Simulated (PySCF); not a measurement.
Magnetic shielding above rings: a mixed set.

Definitions: NICS(0) = −σiso at the ring centroid; NICS(1) = −σiso and NICS(1)zz = −σzz at ±1 Å along the ring normal z. Level: GIAO PBE0/pcSseg-1 (PySCF, non-relativistic, gas phase) on the GFN2-xTB geometries, one conformer each. Atom numbers follow the mapped SMILES.

Task: Order these rings by mean NICS(1)zz, lowest (most negative) first (ppm).
A. ring C3–C4–C5–C6–C7–C8 in `[CH:1]#[C:2][c:3]1[cH:4][cH:5][cH:6][cH:7][c:8]1[O-:9]` (charge -1)
B. ring C3–N4–C5–C8–C9–P10 in `[CH:1]#[C:2][c:3]1[n:4][c:5]([S:6][CH3:7])[cH:8][cH:9][p:10]1`
C. ring C8–C9–C10 in `[CH:1]#[C:2][P@:3](=[O:4])([C:5]([CH3:6])=[O:7])[CH:8]1[CH2:9][CH2:10]1`
D. ring C2–C3–C4–C7 in `[CH2:1]=[C:2]1[CH2:3][C@@H:4]([SiH2:5][Cl:6])[C@H:7]1[F:8]`
E. ring C3–C4–C5–C6–O7 in `[O:1]=[P:2]1([c:3]2[cH:4][cH:5][cH:6][o:7]2)[CH2:8][CH2:9][CH2:10]1`
F. ring Si2–C3–C4–Si5–N6 in `[F:1][Si@H:2]1[CH2:3][CH2:4][SiH2:5][NH:6]1`

Result: E (-27.9), C (-24.8), B (-20.0), A (-14.9), F (-1.5), D (0.9).

| SMILES | ring | NICS(0) | NICS(1) | NICS(1)zz | HOMA | rms pucker (Å) | ring atoms with four or more neighbours |
| --- | --- | --- | --- | --- | --- | --- | --- |
| O=P1(c2ccco2)CCC1 | 5-membered ring with O; formal bonds all aromatic | -12.5 | -11.0 | -27.9 | 0.58 | 0.00 | 0 |
| C#C[P@](=O)(C(C)=O)C1CC1 | 3-membered carbocycle; formal bonds all single | -45.3 | -9.2 | -24.8 | – | 0.00 | 3 |
| C#Cc1nc(SC)ccp1 | 6-membered ring with N and P; formal bonds all aromatic | -5.3 | -9.0 | -20.0 | 0.84 | 0.00 | 0 |
| C#Cc1ccccc1[O-] | 6-membered carbocycle; formal bonds all aromatic | -4.6 | -6.9 | -14.9 | 0.73 | 0.00 | 0 |
| F[Si@H]1CC[SiH2]N1 | 5-membered ring with N and 2 Si; formal bonds all single | -5.3 | -3.2 | -1.5 | – | 0.15 | 4 |
| C=C1C[C@@H]([SiH2]Cl)[C@H]1F | 4-membered carbocycle; formal bonds all single | 0.7 | -1.7 | 0.9 | – | 0.07 | 3 |

NICS(0) gives another order. The isotropic NICS(1) gives the same order. HOMA uses Krygowski's 1993 parameters; it is left out where a ring has a four-coordinate atom, a triple bond, no multiple bond or a kind of bond without parameters. NICS(1) and NICS(1)zz are means over the two faces.
